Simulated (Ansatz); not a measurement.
One change: `C=C/C=C\F` becomes `[CH3][SnH2]/[CH]=C\F`.

Ansatz, PBE0-D4/def2-TZVP geometries, multiplicity 1. Each molecule was computed in one conformer, which needn't be the lowest.

Elements past krypton have def2 core potentials.

```csv
property,`C=C/C=C\F`
size of the dipole moment (ωB97M-V/def2-TZVPP) / D,1.22
LUMO energy (B3LYP/def2-TZVPP) / eV,-1.08
LUMO energy (PBE/def2-TZVPP) / eV,-1.79
HOMO energy (ωB97M-V/def2-TZVPP) / eV,-8.86
HOMO–LUMO gap (ωB97M-V/def2-TZVPP) / eV,10.08
size of the dipole moment (B3LYP/def2-TZVPP) / D,1.23
```

**Question.** What does the change do to each property? (Best estimate.)

**Answer.** Computed: 
| property | `[CH3][SnH2]/[CH]=C\F` | shift |
| --- | --- | --- |
| size of the dipole moment (ωB97M-V/def2-TZVPP) / D | 1.05 | -0.17 |
| LUMO energy (B3LYP/def2-TZVPP) / eV | -0.50 | 0.58 |
| LUMO energy (PBE/def2-TZVPP) / eV | -1.17 | 0.62 |
| HOMO energy (ωB97M-V/def2-TZVPP) / eV | -9.81 | -0.95 |
| HOMO–LUMO gap (ωB97M-V/def2-TZVPP) / eV | 11.27 | 1.19 |
| size of the dipole moment (B3LYP/def2-TZVPP) / D | 1.05 | -0.18 |

With PBE0 the HOMO falls by 0.83 eV and the LUMO rises by 0.61 eV, so the gap widens by about 1.44 eV. PBE moves the HOMO by -0.66 eV and ωB97M-V by -0.95 eV. Dipoles are sizes alone; their direction can turn.

B3LYP here is the variant with VWN-RPA as its local correlation; programs differ in this.
